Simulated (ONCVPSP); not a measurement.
# Cutoff test, caesium (Cs), ONCV

ONCVPSP 4.0.1 input, shortened (lines: element, Z, core and valence counts, functional; n l f; lmax; l rc ep ncon nbas qcut; lloc lpopt rc5 dvloc0; l nproj debl; icmod fcfact rcfact), PBE, scalar-relativistic:

```
  Cs 55.00    9    3        4      upf
    1    0    2.00
    2    0    2.00
    2    1    6.00
    3    0    2.00
    3    1    6.00
    3    2   10.00
    4    0    2.00
    4    1    6.00
    4    2   10.00
    5    0    2.00
    5    1    6.00
    6    0    1.00
    2
    0    3.35    0.00    3    7    4.00
    1    2.65    0.00    5    8    6.30
    2    2.60    0.35    4    7    4.10
    4    5    2.30    6.00
    0    3    0.90
    1    1    3.30
    2    2    0.90
    3    4.75    1.05
```

In the d channel the program set the typed energies aside and used 0.050, 0.950 Ha.

Question: For each optimised wave give the share of its norm inside rc, the residual kinetic energy above qcut (Ha) and the cutoffs (Ha) for errors of 10, 1, 0.1 and 0.01 mHa per electron.

Answer:

```json
{"wave": "5s", "norm inside rc": "0.986", "residual KE": "7.0e-08", "10 mHa": "1.5", "1 mHa": "2.7", "0.1 mHa": "4.9", "0.01 mHa": "6.2"}
{"wave": "6s", "norm inside rc": "0.098", "residual KE": "1.6e-07", "10 mHa": "1.1", "1 mHa": "1.9", "0.1 mHa": "4.8", "0.01 mHa": "6.2"}
{"wave": "s projector 3", "norm inside rc": "0.329", "residual KE": "1.7e-05", "10 mHa": "3.2", "1 mHa": "5.3", "0.1 mHa": "6.9", "0.01 mHa": "9.2"}
{"wave": "5p", "norm inside rc": "0.801", "residual KE": "1.0e-07", "10 mHa": "7.8", "1 mHa": "11.6", "0.1 mHa": "14.3", "0.01 mHa": "16.4"}
{"wave": "d projector 1", "norm inside rc": "0.345", "residual KE": "2.9e-06", "10 mHa": "2.9", "1 mHa": "4.2", "0.1 mHa": "5.2", "0.01 mHa": "6.5"}
{"wave": "d projector 2", "norm inside rc": "0.295", "residual KE": "1.6e-05", "10 mHa": "3.9", "1 mHa": "5.2", "0.1 mHa": "6.9", "0.01 mHa": "14.6"}
```

The occupied waves need 12 Ha and 14 Ha for 1 and 0.1 mHa. Note: ghosts flagged at negative energy: d at -659.1 eV; no localised positive-energy state flagged. A true bound ghost makes a file unfit for plane-wave use. Its largest configuration-test error is -340 meV.
